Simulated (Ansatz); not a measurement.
Start from `N=C[SiH3]` and change one atom or group to get `N=C[SiH2]CBr`.

Ansatz, PBE0-D4/def2-TZVP geometries, multiplicity 1. Each molecule was computed in one conformer, which needn't be the lowest.

Scalar relativity is left out up to krypton. Spin–orbit coupling is left out; it splits and shifts lone-pair levels of the heavy atoms by tenths of an eV.

```csv
property,`N=C[SiH3]`
HOMO–LUMO gap (B3LYP/def2-TZVPP) / eV,6.04
HOMO energy (B3LYP/def2-TZVPP) / eV,-7.24
HOMO–LUMO gap (ωB97M-V/def2-TZVPP) / eV,11.09
LUMO energy (PBE/def2-TZVPP) / eV,-2.07
HOMO energy (PBE/def2-TZVPP) / eV,-6.00
LUMO energy (ωB97M-V/def2-TZVPP) / eV,1.29
```

**Question.** What does the change do to each property? (Best estimate.)

**Answer.** Ansatz gave: 
| property | `N=C[SiH2]CBr` | shift |
| --- | --- | --- |
| HOMO–LUMO gap (B3LYP/def2-TZVPP) / eV | 5.94 | -0.10 |
| HOMO energy (B3LYP/def2-TZVPP) / eV | -7.30 | -0.06 |
| HOMO–LUMO gap (ωB97M-V/def2-TZVPP) / eV | 10.86 | -0.23 |
| LUMO energy (PBE/def2-TZVPP) / eV | -2.21 | -0.14 |
| HOMO energy (PBE/def2-TZVPP) / eV | -6.09 | -0.09 |
| LUMO energy (ωB97M-V/def2-TZVPP) / eV | 1.06 | -0.23 |

With PBE0 the HOMO falls by 0.06 eV and the LUMO falls by 0.16 eV, so the gap narrows by about 0.10 eV. PBE moves the HOMO by -0.09 eV and ωB97M-V by -0.01 eV.

B3LYP here is the variant with VWN-RPA as its local correlation; programs differ in this.
